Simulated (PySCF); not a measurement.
A side-by-side comparison of computed properties.

First species: C3H10OS2Si2.
InChI=1S/C3H10OS2Si2/c1-3(5)2-8(4)7-6/h4,6,8H,2,7H2,1H3/t8-/m0/s1

Second species: C4H10Cl2P2Si.
SMILES: `P[Si]1(P)CC[C@@H]1C(Cl)Cl`

Levels: PBE0/pcSseg-1 for HOMO energy, LUMO energy and HOMO–LUMO gap. Geometries: GFN2-xTB. Each structure is a single optimised conformer of the isolated species, non-relativistic unless stated; the electronic structure was computed with PySCF and density fitting.

The conformers computed, where there is a choice (atom-mapped SMILES and torsion angles):
- `[PH2:1][Si:2]1([PH2:3])[CH2:4][CH2:5][C@@H:6]1[CH:7]([Cl:8])[Cl:9]`: C5–C6–C7–Cl8 -173°, H–P1–Si2–P3 33°, H–P1–Si2–P3 125°, H–P3–Si2–P1 -67°, H–P3–Si2–P1 -160°

The conformers of `CC(=S)C[Si@@H](O)[SiH2]S` aren't listed.

Values for the first species:

```
HOMO energy   : -6.46 eV
LUMO energy   : -2.11 eV
HOMO–LUMO gap : 4.35 eV
```

Estimate the same properties for the second species, and the change in each.

```json
{"property": "HOMO energy", "first": "-6.46 eV", "second": "-7.19 eV", "second less first": "-0.73 eV"}
{"property": "LUMO energy", "first": "-2.11 eV", "second": "-0.24 eV", "second less first": "+1.87 eV"}
{"property": "HOMO–LUMO gap", "first": "4.35 eV", "second": "6.95 eV", "second less first": "+2.60 eV"}
```

